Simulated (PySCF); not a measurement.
Compound: C2H7BF2Si.
Z-matrix (Å and degrees, PBE0-D3(BJ)/def2-SVP geometry), rows numbered from 1:
```
C 
C   1  1.5315
Si  2  1.9023  1  111.44
B   2  1.5517  1  114.46  3   122.34
F   4  1.3234  2  121.90  1   160.28
F   4  1.3235  2  122.03  1   -21.42
H   1  1.1008  2  111.25  3   -63.65
H   1  1.1012  2  111.49  3   177.04
H   1  1.1009  2  111.94  3    56.70
H   2  1.1055  1  111.74  3  -115.26
H   3  1.4947  2  109.14  1   -55.00
H   3  1.4955  2  109.86  1    64.11
H   3  1.4931  2  110.62  1  -175.55
```

Computed with PySCF, PBE0-D3(BJ)/def2-SVP geometry optimisation, gas phase.

Take the most abundant isotopes and a rigid rotor. The values belong to one conformer with, in the numbering `[CH3:1][C@@H:2]([SiH3:3])[B:4]([F:5])[F:6]`, C1–C2–B4–F5 160°.

Question: What are A, B and C (MHz)?

Answer: Ia = 146.00, Ib = 250.59, Ic = 329.82 u·Å²; 505379 MHz·u·Å²/I gives A = 3462, B = 2017, C = 1532 MHz.

Question: What kind of rotor is it?

Answer: An asymmetric top. Ray's parameter κ = (2B − A − C)/(A − C) = -0.498; −1 is the prolate and +1 the oblate limit.

Question: Is it planar, by Δ = Ic − Ia − Ib?

Answer: Not planar: Δ = Ic − Ia − Ib = -66.78 u·Å². For a rigid frame Δ = −2 Σ m c², so Σ m c² = 33.39 u·Å² lies off the ab plane: 7.87 from hydrogen and 25.52 from heavier atoms. The atom farthest from that plane is 1.78 Å away.

Question: Give the other two planar moments, Paa and Pbb, and the rms extents of the mass along the axes.

Answer: Paa = Σ m a² = (Ib + Ic − Ia)/2 = 217.21 and Pbb = Σ m b² = (Ia + Ic − Ib)/2 = 112.61 u·Å². With the mass M = 108.04 u, the rms extents √(P/M) along a, b and c are 1.42, 1.02, 0.56 Å.

Question: Give the coordinates in the principal-axis frame, origin at the centre of mass.

Answer: The sense of each axis is arbitrary; atoms in the order of the calculation.
| atom | mass (u) | a (Å) | b (Å) | c (Å) |
| --- | --- | --- | --- | --- |
| C1 | 12.000 | 0.728 | -1.869 | 0.398 |
| C2 | 12.000 | 0.434 | -0.377 | 0.585 |
| Si3 | 27.977 | 1.722 | 0.702 | -0.307 |
| B4 | 11.009 | -0.970 | 0.067 | 0.094 |
| F5 | 18.998 | -1.533 | 1.190 | 0.511 |
| F6 | 18.998 | -1.660 | -0.637 | -0.789 |
| H7 | 1.008 | 0.651 | -2.161 | -0.660 |
| H8 | 1.008 | 0.014 | -2.493 | 0.957 |
| H9 | 1.008 | 1.739 | -2.135 | 0.744 |
| H10 | 1.008 | 0.528 | -0.070 | 1.642 |
| H11 | 1.008 | 3.089 | 0.323 | 0.163 |
| H12 | 1.008 | 1.641 | 0.474 | -1.783 |
| H13 | 1.008 | 1.481 | 2.148 | -0.026 |

Question: Where do the levels up to J = 3 lie, in K?

Answer: Above 0(0,0), as E/k:
J = 1: 1(0,1) 0.170, 1(1,1) 0.240, 1(1,0) 0.263
J = 2: 2(0,2) 0.506, 2(1,2) 0.557, 2(1,1) 0.627, 2(2,1) 0.835, 2(2,0) 0.840
J = 3: 3(0,3) 0.999, 3(1,3) 1.030, 3(1,2) 1.169, 3(2,2) 1.346, 3(2,1) 1.369, 3(3,1) 1.753, 3(3,0) 1.754
Those of J = 1 are B + C, A + C and A + B.

Question: Predict some low-J microwave lines.

Answer: The dipole components are |μa| = 1.24 D, |μb| = 0.81 D, |μc| = 0.82 D. The squared components, which scale the intensities, stand as 1.00 : 0.43 : 0.44 (a : b : c). Some of the stronger lines:

```
type  branch         J(Ka,Kc)    MHz  lower level (cm⁻¹)
   a       Q  1(1,0) ← 1(1,1)    484               0.167
   b       Q  1(1,0) ← 1(0,1)   1929               0.118
   b       Q  2(1,1) ← 2(0,2)   2516               0.352
   a       Q  3(1,2) ← 3(1,3)   2893               0.716
   b       Q  4(2,2) ← 4(1,3)   4199               1.310
   b       Q  4(1,3) ← 4(0,4)   5103               1.140
   b       Q  2(2,1) ← 2(1,2)   5788               0.387
   b       Q  3(2,2) ← 3(1,3)   6573               0.716
   c       Q  4(3,2) ← 4(2,2)   7428               1.450
   b       Q  3(3,1) ← 3(2,2)   8494               0.935
   c       R  2(1,1) ← 1(0,1)   9512               0.118
   b       R  4(1,3) ← 3(2,2)  11233               0.935
   c       R  2(2,0) ← 1(1,0)  12020               0.183
   b       R  4(0,4) ← 3(1,3)  12702               0.716
   c       R  3(1,2) ← 2(0,2)  13817               0.352
   a       R  4(2,2) ← 3(2,1)  14946               0.952
   c       R  3(2,2) ← 2(1,2)  16435               0.387
   b       R  3(2,1) ← 2(1,2)  16921               0.387
   b       R  3(3,1) ← 2(2,0)  19038               0.584
   c       R  3(3,0) ← 2(2,0)  19052               0.584
   c       R  3(3,1) ← 2(2,1)  19141               0.580
   b       R  4(4,0) ← 3(3,1)  26029               1.219
```

Question: Estimate the classical rotational partition function at 100 K, 200 K and 500 K.

Answer: Point group C1, symmetry number σ = 1; q = (√π/σ)·√((kT/h)³/(ABC)), k/h = 20836.6 MHz/K: 51500 at 100 K, 146000 at 200 K, 576000 at 500 K.

PBE0-D3(BJ)/def2-SVP frequencies: not computed here. No vibrational averaging or centrifugal distortion is included, and the geometry carries the error of its method. A rigid rotor knows nothing of internal rotation, which can split or shift real lines. Quadrupole hyperfine structure (11B) is left out.
